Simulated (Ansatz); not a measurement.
Program: Ansatz. Geometries: PBE0-D4/def2-TZVP. ΔE: electronic, gas phase. CCSD(T)/CBS adds triple-zeta CCSD(T) − MP2 to the extrapolated MP2 energy (def2 sets, frozen cores). This one scheme is used for every species. DFT in def2-TZVPP. For Br, Mg outer-core shells are correlated without core-valence functions, which leaves a few kJ/mol of doubt a bond. Scalar relativity is left out up to krypton.

Reaction (hydrogenolysis of a Mg–Cl bond): `[Cl][Mg][Br]` + H₂ → `[MgH][Br]` + HCl

```csv
level,ΔE (kJ/mol),difference from CCSD(T)/CBS
PBE-D4,166.4,-11.7
r2SCANh-D4,179.8,1.7
BHLYP-D4,175.2,-2.9
ωB97M-V,170.4,-7.7
PBE,164.9,-13.2
PBE0,168.0,-10.1
r2SCANh,179.3,1.2
r2SCAN0,178.8,0.7
RPA@PBE/def2-TZVPP,158.8,-19.3
HF/def2-SVP,177.2,-0.9
CCSD/def2-SVP,172.3,-5.8
HF/def2-TZVPP,172.8,-5.3
MP2/def2-TZVPP,179.6,1.5
HF/def2-QZVPP,174.4,-3.7
SCS-MP2/def2-QZVPP,180.8,2.7
CCSD/CBS(def2),177.0,-1.1
CCSD(T)/CBS,178.1,0
```

Largest T1 diagnostic among the species: 0.006.

Leaving LDA and LC-ωPBE aside and taking each functional with its dispersion term where it has one, the values, not all of them listed here, spread over 24.5 kJ/mol, from B97M-V to r2SCAN-D4. LDA lies −8.2 kJ/mol from PBE without D4. From BLYP to BHLYP (50 % exact exchange), in def2-TZVPP and without D4, ΔE moves by +5.3 kJ/mol.
